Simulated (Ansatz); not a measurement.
Isolated molecules relaxed with PBE0-D4/def2-TZVP in Ansatz; ΔE leaves out vibrations. CCSD(T)/CBS is the MP2 limit (def2-TZVPP, def2-QZVPP) plus CCSD(T) − MP2 in def2-TZVPP, frozen cores. This one scheme is used for every species. DFT in def2-TZVPP. For Br outer-core shells are correlated without core-valence functions, which leaves a few kJ/mol of doubt a bond. Scalar relativity is left out up to krypton. One conformer a species, not always the lowest.

`[SiH3]CCBr` + `N=CS` → `[SiH3]/N=C\S` + `CCBr`  (ligand exchange at the Si–C bond)

Question: Is it downhill or uphill in electronic energy at CCSD(T)/CBS, and by how much? (Best estimate.)

Answer: The calculation gave: Downhill: ΔE = -45.9 kJ/mol.

Question: What do these levels give: B2PLYP, CCSD(T)/def2-TZVPP, HF/def2-QZVPP, MP2/def2-QZVPP, HF/CBS(def2), MP2/CBS(def2)? (Best estimate.)

Answer: Computed: B2PLYP -51.1, CCSD(T)/def2-TZVPP -44.5, HF/def2-QZVPP -53.3, MP2/def2-QZVPP -49.2, HF/CBS(def2) -53.4, MP2/CBS(def2) -49.6 kJ/mol.

Largest T1 diagnostic among the species: 0.015.

In def2-TZVPP, CCSD(T) changes the Hartree–Fock value by +8.2 kJ/mol (the triples alone add −0.6 kJ/mol) and MP2 by +4.4 kJ/mol.
